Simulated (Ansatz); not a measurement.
Species: CHClF, charge 0, doublet. CHClF (SMILES F[CH]Cl, doublet).
B3LYP-D3(BJ)/def2-TZVP minimum from Ansatz (a quantum-chemistry and plane-wave program):
```
C
F 1 1.3340
H 1 1.0837 2 114.25
Cl 1 1.7114 3 117.01 2 -138.45
```
Charge 0, spin multiplicity 2.

Total energies in cc-pV(D+d)Z, 19 correlated electrons, 7 frozen orbitals. Open shells are spin-unrestricted; no spin-orbit coupling. Correlated methods leave the cores frozen. No relativity.

```
method    program  energy (Eh)  minus CCSDT(Q) (mEh)
--------  -------  -----------  --------------------
HF         Ansatz   -597.33920                476.79
MP2        Ansatz   -597.77628                 39.70
CCSD       Ansatz   -597.80334                 12.64
CCSD(T)    Ansatz   -597.81417                  1.81
CCSDT(Q)   Ansatz   -597.81598                  0.00
```

Rough core times of Ansatz's runs on a shared machine: CCSD(T) under 20 s, CCSDT(Q) 10 min.
